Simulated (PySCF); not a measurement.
PySCF input (BP86/6-31G* (5d)):

```python
from pyscf import gto, dft

mol = gto.M(
    atom='''
    N    -2.00721200   -0.69087200   -0.30421500
    Si   -1.01650900    0.64555800    0.26177100
    N     0.59243300    0.32466100    0.66963300
    Si    1.75556400   -0.42753300   -0.54790800
    H    -1.67982700   -1.01937400   -1.20736600
    H    -1.98158800   -1.49111400    0.31867800
    H    -1.71431300    1.17835000    1.47719200
    H    -1.17701600    1.64239400   -0.83408900
    H     0.87162100    0.45412700    1.63166300
    H     3.01809700    0.39548200   -0.21633800
    H     2.21970900   -1.64874600    0.27825200
    ''',
    basis='6-31g*',
    charge=-1,
    spin=0,
    verbose=4,
)

mf = dft.RKS(mol, xc='bp86')
mf.grids.level = 3
mf.conv_tol = 1e-9
mf.max_cycle = 100
mf.max_memory = 1500
mf.kernel()
if not mf.converged:
    mf = mf.newton()
    mf.kernel(mf.make_rdm1())
mf.dip_moment()
```

From the output:

```
tot grids = 134824
init E= -692.736781669858
  HOMO = -0.211779868796653  LUMO = -0.0504018586409769  gap/eV = 4.39132
cycle= 1 E= -692.616245511171  delta_E= 0.121  |g|= 0.755  |ddm|= 2.91
  HOMO = 0.118425749269529  LUMO = 0.232252169980923  gap/eV = 3.09737
cycle= 2 E= -692.164320484084  delta_E= 0.452  |g|= 1.52  |ddm|= 2.69
  HOMO = 0.0496946155605511  LUMO = 0.174898809010782  gap/eV = 3.40698
cycle= 3 E= -692.744608410327  delta_E= -0.58  |g|= 0.239  |ddm|= 2.09
  HOMO = 0.0412899103014159  LUMO = 0.173526491531289  gap/eV = 3.59834
cycle= 4 E= -692.757861583727  delta_E= -0.0133  |g|= 0.0991  |ddm|= 0.342
  HOMO = 0.0366922042030065  LUMO = 0.173436119935737  gap/eV = 3.72099
cycle= 5 E= -692.759888027158  delta_E= -0.00203  |g|= 0.0252  |ddm|= 0.119
  HOMO = 0.0401840915886855  LUMO = 0.173876341150032  gap/eV = 3.63795
cycle= 6 E= -692.760101340579  delta_E= -0.000213  |g|= 0.00441  |ddm|= 0.0531
  HOMO = 0.0394519895013832  LUMO = 0.173719880266809  gap/eV = 3.65362
cycle= 7 E= -692.760109706578  delta_E= -8.37e-06  |g|= 0.000888  |ddm|= 0.00997
  HOMO = 0.0395527258008013  LUMO = 0.173722082852701  gap/eV = 3.65093
cycle= 8 E= -692.760109974247  delta_E= -2.68e-07  |g|= 0.000188  |ddm|= 0.00162
  HOMO = 0.0395535172701957  LUMO = 0.173726532347929  gap/eV = 3.65103
cycle= 9 E= -692.760109985535  delta_E= -1.13e-08  |g|= 3.44e-05  |ddm|= 0.000305
  HOMO = 0.0395475787628055  LUMO = 0.173721237834407  gap/eV = 3.65105
cycle= 10 E= -692.760109985927  delta_E= -3.92e-10  |g|= 9.78e-06  |ddm|= 7.59e-05
  HOMO = 0.0395480706960902  LUMO = 0.173721783338064  gap/eV = 3.65105
Extra cycle  E= -692.760109985913  delta_E= 1.4e-11  |g|= 1.2e-05  |ddm|= 4.1e-05
converged SCF energy = -692.760109985913

WARN: System has nonzero charge -1; the dipole moment is origin-dependent.
Location of origin: [0. 0. 0.]

Dipole moment(X, Y, Z, Debye): -4.14160,  0.03644,  2.83632
```

The dipole moment of an ion depends on the origin.

The geometry given is a B3LYP-D3(BJ)/def2-TZVP minimum.
